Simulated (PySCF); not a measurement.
Computed with core-valence-separated Tamm–Dancoff BHandHLYP/aug-pcX-1 (pcseg-1 on H, def2-SVPD on S) in PySCF, non-relativistic, gas phase, PBE0-D3(BJ)/def2-SVP geometry. The energies are unshifted.

Main lines of an unknown, eV (oscillator strength): C K: 282.3 (0.096), 282.4 (0.110), 286.7 (0.065), 286.7 (0.043), 286.7 (0.072); O K: 530.5 (0.033), 532.3 (0.063), 533.3 (0.056), 534.1 (0.009), 534.5 (0.023). Listed: the first five lines at most of each edge with a tenth or more of its strongest line's intensity; roots within 0.03 eV on the same or equivalent atoms are summed. Only the lowest roots were sought, and the top ones are left out.

Problem. Which candidate gives them?
A. `O=S1(=O)C=CC=C1`
B. `c1cc2sccc2o1`

Solution. A. 

- `O=S1(=O)C=CC=C1`: C K: 282.3 (0.096), 282.4 (0.110), 286.7 (0.065), 286.7 (0.043), 286.7 (0.072); O K: 530.5 (0.033), 532.3 (0.063), 533.3 (0.056), 534.1 (0.009), 534.5 (0.023). First C line listed at 282.3 eV, hole on the alkene CH carbon; first O line listed at 530.5 eV, hole on the sulfonyl oxygen.
- `c1cc2sccc2o1`: C K: 283.5 (0.111), 283.8 (0.052), 284.3 (0.052), 284.4 (0.067), 285.1 (0.058); O K: 533.1 (0.029), 536.3 (0.009), 536.5 (0.014), 536.8 (0.003), 537.0 (0.026). First C line listed at 283.5 eV, hole on the aromatic CH next to a ring sulfur and aromatic CH carbon; first O line listed at 533.1 eV, hole on the furan-type oxygen (1s→π*).

One conformer each; other structures than these candidates weren't tested.
